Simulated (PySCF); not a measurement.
dibromo-chloro-fluoromethane (CBr2ClF), SMILES FC(Cl)(Br)Br.

Coordinates come from a B3LYP-D3(BJ)/def2-SVP optimisation.

Two levels are set side by side: PBE/def2-TZVP (PySCF) and ωB97X/def2-TZVP (PySCF). Same geometry, gas phase. Differences are taken from unrounded values.

```json
[
 {"quantity": "orbital gap (eV)", "ωB97X": "10.90", "PBE": "4.02", "PBE minus ωB97X": "-6.87"},
 {"quantity": "highest occupied level (eV)", "ωB97X": "-10.84", "PBE": "-7.14", "PBE minus ωB97X": "3.70"},
 {"quantity": "lowest empty level (eV)", "ωB97X": "0.05", "PBE": "-3.12", "PBE minus ωB97X": "-3.17"},
 {"quantity": "dipole moment (D)", "ωB97X": "0.38", "PBE": "0.25", "PBE minus ωB97X": "-0.13"},
 {"quantity": "mean polarisability (bohr³)", "ωB97X": "63.7", "PBE": "66.7", "PBE minus ωB97X": "3.0"}
]
```

Without exact exchange PBE keeps part of each electron's self-repulsion, which lifts occupied levels and narrows the gap. PBE's more diffuse valence density responds more strongly to a field. Differences between two approximate levels are no errors against the true value.

Rough cost on one machine, each run with all the roots and properties that it gave: ωB97X against PBE within a factor of 2.
